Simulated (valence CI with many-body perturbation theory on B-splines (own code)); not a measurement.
## Hyperfine factors and g values of Mo³⁵⁺

Computed by relativistic CI+MBPT: five valence electrons over a frozen Dirac-Fock core [He], a basis of 11 s, 11 p, 10 d, 8 f, 5 g, 2 h functions for each j, with the one-electron correlation potential Σ1, the two-electron term Σ2, the three-electron term Σ3, Breit, model QED; selected CI, second order for the rest, scaled by the run's own slope (own B-spline code, finite nucleus).

No measured spectrum was set against this ion. As an estimate, large intervals hold to a few tenths of a per cent, small ones and those within an open d or f shell to about a per cent. Among the levels kept, up to 11000 cm⁻¹ of a level comes from second order outside the variational space, and about a tenth of that is noise between levels of different J, which matters for small intervals.

A/g_I is the dipole constant over the nuclear g factor μ/I (μ in nuclear magnetons, uniformly magnetised nucleus), B/Q the quadrupole constant per barn. Both hold the static response of the core; the bare values leave it out. Large factors of s and p1/2 electrons are usually good to 5 to 10 %; those of open d and f shells near neutrality can be off by tens of per cent, and small factors of p3/2, d and f electrons come from cancelling terms and can be off by a factor of two or in sign, in half-filled shells by more. B is blank for J = 1/2, where it vanishes, and for nearly pure S terms. Energies count from the lowest level.

Levels are named by their leading jj configuration (3d3/2^4 stands for four electrons in 3d with j = 3/2), which in mixed levels can hold well under half, so a name can repeat and another be missing. Letters in brackets count levels of one name in rising energy.

```csv
Level,E (eV),g,A/g_I (MHz),A/g_I bare,B/Q (MHz/b),B/Q bare
(2s^2 2p1/2^2 2p3/2) J=3/2,0.0,1.440,116000,122000,202000,202000
(2s^2 2p1/2 2p3/2^2) J=3/2,98.7,1.402,12000,18000,70400,70500
(2s^2 2p1/2 2p3/2^2) J=5/2,114.5,1.189,263000,265000,-1260,-1260
(2s^2 2p1/2 2p3/2^2) J=1/2,135.6,0.652,783000,776000,,
(2s^2 2p3/2^3) J=3/2,234.6,1.262,140000,144000,-273000,-274000
(2s 2p1/2^2 2p3/2^2) J=5/2,253.3,1.520,588000,586000,126000,127000
(2s 2p1/2^2 2p3/2^2) J=1/2,299.5,2.272,2190000,2160000,,
(2s 2p1/2^2 2p3/2^2) J=3/2,300.3,1.319,-188000,-174000,-132000,-132000
(2s 2p1/2 2p3/2^3) J=3/2 [a],371.9,1.391,441000,439000,-195000,-195000
(2s 2p1/2 2p3/2^3) J=5/2,394.9,1.259,730000,722000,-374000,-375000
(2s 2p1/2 2p3/2^3) J=1/2,418.5,1.502,-375000,-357000,,
(2s 2p1/2 2p3/2^3) J=3/2 [b],430.4,1.126,62300,70700,27800,27900
(2s 2p3/2^4) J=1/2,535.2,1.529,2230000,2180000,,
(2p1/2^2 2p3/2^3) J=3/2,602.2,1.323,123000,131000,-244000,-245000
(2p1/2 2p3/2^4) J=1/2,715.2,0.652,785000,774000,,
(2s^2 2p1/2^2 3s) J=1/2,2653.2,2.058,673000,665000,,
(2s^2 2p1/2^2 3p1/2) J=1/2,2700.1,0.665,218000,216000,,
(2s^2 2p1/2^2 3p3/2) J=3/2,2738.6,1.339,37500,39100,58800,59000
(2s^2 2p1/2 2p3/2 3s) J=3/2 [a],2754.0,1.680,184000,187000,160000,161000
(2s^2 2p1/2 2p3/2 3s) J=1/2,2759.5,1.276,-258000,-245000,,
(2s^2 2p1/2 2p3/2 3s) J=5/2,2766.8,1.366,367000,367000,165000,165000
(2s^2 2p1/2 2p3/2 3s) J=3/2 [b],2770.9,1.014,241000,245000,108000,109000
(2s^2 2p1/2^2 3d3/2) J=3/2,2787.5,0.776,23000,22700,7890,8050
(2s^2 2p1/2 2p3/2 3p1/2) J=1/2,2800.7,1.676,-110000,-99400,,
(2s^2 2p1/2^2 3d5/2) J=5/2,2802.9,1.200,9510,9630,-2300,-2120
(2s^2 2p1/2 2p3/2 3p1/2) J=3/2 [a],2805.4,1.151,178000,181000,29400,29500
(2s^2 2p1/2 2p3/2 3p1/2) J=5/2,2814.7,1.121,278000,279000,158000,159000
(2s^2 2p1/2 2p3/2 3p1/2) J=3/2 [b],2831.2,1.409,183000,188000,188000,188000
(2s^2 2p1/2 2p3/2 3p3/2) J=5/2 [a],2834.1,1.427,6150,10200,260000,261000
(2s^2 2p1/2 2p3/2 3p3/2) J=1/2 [a],2837.5,1.742,-183000,-177000,,
(2s^2 2p1/2 2p3/2 3p3/2) J=3/2 [a],2842.3,1.213,227000,227000,-142000,-142000
(2s^2 2p1/2 2p3/2 3p3/2) J=7/2,2847.5,1.263,182000,184000,229000,230000
(2s^2 2p1/2 2p3/2 3p3/2) J=3/2 [b],2852.5,1.355,73400,77500,55000,55100
(2s^2 2p1/2 2p3/2 3p3/2) J=5/2 [b],2860.0,1.189,237000,238000,21900,21900
(2s^2 2p1/2 2p3/2 3p3/2) J=1/2 [b],2869.8,0.694,775000,770000,,
(2s^2 2p3/2^2 3s) J=5/2,2877.7,1.414,247000,249000,84600,84800
(2s^2 2p3/2^2 3s) J=3/2,2882.8,1.139,31000,37500,29600,29700
(2s 2p1/2^2 2p3/2 3s) J=5/2,2883.5,1.766,647000,645000,148000,148000
(2s^2 2p1/2 2p3/2 3d3/2) J=3/2 [a],2889.3,0.943,52500,53900,-120000,-120000
(2s^2 2p1/2 2p3/2 3d3/2) J=5/2 [a],2890.9,0.983,126000,127000,-39000,-39000
```

Take the isotope of mass number 97, with I = 5/2, μ = -0.9324 μN and Q = 0.255 b. What is the hyperfine structure of (2s^2 2p1/2 2p3/2^2) J=5/2?

From the table A = -98000 MHz, B = -321 MHz. Shifts from the centre of gravity in MHz: F = 0: 857000, F = 1: 759000, F = 2: 563000, F = 3: 270000, F = 4: -122000, F = 5: -613000.
